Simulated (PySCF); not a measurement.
The numbers are results of B3LYP-D3(BJ)/def2-TZVP run with PySCF, not measurements. Gas-phase values, no solvent. One relaxed conformer stands for a flexible species; it need not be the lowest. B3LYP has the VWN-RPA correlation part, as in Gaussian. Excitations are Tamm–Dancoff values on a coarser integration grid. The basis has no diffuse functions, so Rydberg states are missing or too high.

Reference species (SMILES): `[NH2][Ga]([OH])[OH]` (neutral, multiplicity 1).

| Quantity | Value |
|---|---|
| S1 oscillator strength | 0.019 |
| HOMO | -7.36 eV |
| HOMO–LUMO gap | 6.40 eV |
| S1 excitation (TDA) | 5.32 eV |

Changed species: `[NH2][Ga]([NH2])[OH]` (2 of 3 OH replaced by NH2; the reference has 1 of 3 OH replaced by NH2).

**Question.** What does the change do to the S1 oscillator strength, HOMO, HOMO–LUMO gap and S1 excitation (TDA)?

**Answer.** the S1 oscillator strength is nearly the same; the HOMO increases by 0.60 eV, to -6.76 eV; the HOMO–LUMO gap falls by 0.18 eV, to 6.22 eV; the S1 excitation (TDA) falls by 0.11 eV, to 5.21 eV.
